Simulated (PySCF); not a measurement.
A geometry optimisation, step by step.

C3H9AsSe.
Bonds: C1–As2, As2–C3, C3–Se4, Se4–C5. Hydrogens: H6, H7, H8 on C1; H9 on As2; H10, H11 on C3; H12, H13, H14 on C5.

Method: PySCF 2.14.0, PBE0-D3(BJ)/def2-SVP geometry optimisation, gas phase; density fitting, grid level 1; the optimiser is geomeTRIC in internal coordinates, started from a GFN2-xTB structure. 5 of its 9 geometries are shown. The frame can shift and turn from step to step; on so coarse a grid that alone can change the energy by a few meV, and forces under 0.02 eV/Å are noise.

Step 0: E = -129411.9733 eV, largest atomic force 0.657 eV/Å
```
atom  x, y, z in Å  |  force x, y, z in eV/Å
C1     -2.444   -0.115    0.651    0.190   0.208  -0.012
As2    -1.599    1.642    0.368    0.209  -0.147   0.088
C3      0.112    0.955   -0.373    0.220  -0.242   0.428
Se4     1.219    0.136    1.025   -0.049   0.051  -0.032
C5      2.801   -0.159   -0.080   -0.606   0.173   0.187
H6     -1.993   -0.583    1.526    0.147  -0.124   0.254
H7     -2.303   -0.769   -0.208    0.054  -0.206  -0.278
H8     -3.511    0.001    0.839   -0.331   0.131   0.055
H9     -2.185    1.838   -1.016   -0.133   0.100  -0.204
H10     0.695    1.779   -0.794   -0.024   0.283  -0.102
H11    -0.059    0.203   -1.147   -0.136  -0.100  -0.201
H12     2.541   -0.802   -0.919   -0.005  -0.227  -0.283
H13     3.550   -0.644    0.540    0.265  -0.176   0.235
H14     3.175    0.799   -0.434    0.197   0.277  -0.135
```

Step 2: E = -129412.0036 eV, largest atomic force 0.031 eV/Å
```
atom  x, y, z in Å  |  force x, y, z in eV/Å
C1     -2.329   -0.356    0.473   -0.022  -0.009   0.006
As2    -1.593    1.456    0.259    0.012  -0.010   0.016
C3      0.205    0.922   -0.380   -0.001   0.015   0.006
Se4     1.258    0.233    1.105    0.011  -0.001  -0.014
C5      2.884   -0.110    0.100   -0.004  -0.001  -0.031
H6     -1.866   -0.819    1.355    0.005   0.004  -0.003
H7     -2.141   -0.989   -0.405    0.008   0.006  -0.002
H8     -3.412   -0.284    0.646    0.003  -0.004  -0.003
H9     -2.138    1.669   -1.153    0.004   0.004  -0.014
H10     0.700    1.817   -0.787   -0.008   0.004   0.004
H11     0.128    0.159   -1.169    0.010  -0.007   0.008
H12     2.682   -0.800   -0.732    0.002  -0.005   0.006
H13     3.604   -0.577    0.785   -0.015   0.005   0.019
H14     3.308    0.828   -0.284   -0.005  -0.002   0.003
```

Step 4: E = -129412.0045 eV, largest atomic force 0.033 eV/Å
```
atom  x, y, z in Å  |  force x, y, z in eV/Å
C1     -2.314   -0.370    0.458    0.018   0.011  -0.010
As2    -1.607    1.456    0.266   -0.001  -0.015   0.009
C3      0.203    0.958   -0.366    0.013  -0.014   0.009
Se4     1.266    0.280    1.116   -0.008   0.017   0.006
C5      2.869   -0.126    0.099   -0.022  -0.012   0.022
H6     -1.848   -0.830    1.341   -0.002  -0.005   0.002
H7     -2.099   -0.989   -0.424   -0.005  -0.008  -0.002
H8     -3.400   -0.324    0.619   -0.007   0.003   0.000
H9     -2.139    1.674   -1.150   -0.008   0.007  -0.003
H10     0.680    1.861   -0.773    0.004   0.008  -0.006
H11     0.142    0.191   -1.153   -0.002   0.004  -0.008
H12     2.653   -0.859   -0.690    0.000  -0.002  -0.007
H13     3.590   -0.560    0.805    0.019  -0.001  -0.006
H14     3.296    0.788   -0.337    0.002   0.007  -0.006
```

Step 6: E = -129412.0057 eV, largest atomic force 0.029 eV/Å
```
atom  x, y, z in Å  |  force x, y, z in eV/Å
C1     -2.277   -0.402    0.419    0.023   0.009  -0.012
As2    -1.626    1.450    0.286   -0.009  -0.013  -0.001
C3      0.205    1.025   -0.340   -0.001   0.005  -0.011
Se4     1.290    0.400    1.150   -0.008   0.011   0.012
C5      2.832   -0.157    0.111    0.006  -0.007   0.027
H6     -1.805   -0.869    1.295   -0.004  -0.003   0.002
H7     -2.030   -0.989   -0.476   -0.011  -0.004   0.000
H8     -3.366   -0.396    0.566   -0.002   0.003   0.004
H9     -2.152    1.694   -1.129    0.001   0.006   0.009
H10     0.647    1.943   -0.756    0.001  -0.007  -0.007
H11     0.175    0.249   -1.119    0.000   0.000   0.001
H12     2.568   -0.974   -0.575   -0.004   0.004  -0.005
H13     3.583   -0.517    0.828    0.007  -0.005  -0.016
H14     3.248    0.691   -0.450    0.002   0.000  -0.002
```

Step 8: E = -129412.0065 eV, largest atomic force under 0.02 eV/Å
```
atom  x, y, z in Å  |  force x, y, z in eV/Å
C1     -2.260   -0.411    0.399   -0.011  -0.006  -0.001
As2    -1.626    1.447    0.298   -0.003  -0.001   0.003
C3      0.209    1.050   -0.336   -0.006   0.006  -0.003
Se4     1.305    0.466    1.164    0.007   0.001  -0.001
C5      2.816   -0.172    0.125    0.006   0.004  -0.015
H6     -1.777   -0.892    1.261    0.005   0.003  -0.003
H7     -2.023   -0.982   -0.510   -0.001   0.006  -0.001
H8     -3.347   -0.413    0.559    0.003  -0.001   0.004
H9     -2.161    1.715   -1.109    0.008   0.003  -0.001
H10     0.635    1.967   -0.770   -0.003  -0.004  -0.002
H11     0.188    0.260   -1.102    0.003  -0.007   0.007
H12     2.519   -1.012   -0.519    0.000   0.001   0.001
H13     3.580   -0.515    0.836   -0.010  -0.003   0.007
H14     3.234    0.642   -0.484    0.002  -0.003   0.005
```

Question: Summarise the path.

Answer: The energy falls by 0.0332 eV from step 0 to step 8; nine tenths of that is first reached at step 2. It falls at every step. The largest force goes from 0.657 to under 0.02 eV/Å. Among the bonds C3–Se4 changes most, from 1.962 to 1.947 Å; the atoms move by 0.231 Å rms after alignment.

Question: Follow the three bonds and two angles with the largest change from start to end.

Answer: 
```tsv
step	E above end (eV)	largest force (eV/Å)	C3–Se4 (Å)	As2–H9 (Å)	C5–H13 (Å)	Se4–C3–H10 (°)	As2–C3–Se4 (°)
0	0.0332	0.657	1.962	1.516	1.087	106.8	111.4
1	0.0053	0.138	1.941	1.537	1.100	108.9	109.6
2	0.0028	0.031	1.947	1.529	1.099	109.1	109.9
3	0.0024	0.026	1.946	1.528	1.098	109.2	110.0
4	0.0019	0.033	1.946	1.529	1.099	109.3	110.1
5	0.0015	0.037	1.946	1.529	1.099	109.4	110.1
6	0.0008	0.029	1.946	1.530	1.099	109.5	110.0
7	0.0004	under 0.02	1.947	1.529	1.099	109.6	109.8
8	0.0000	under 0.02	1.947	1.529	1.099	109.7	109.6
```

What follows is the cost of the whole optimisation. The run took 2.1 min on one thread, Arm Neoverse N1 (aarch64), shared host with 64 logical CPUs at a one-minute load of 60, and the process peaked at 0.70 GiB of memory.
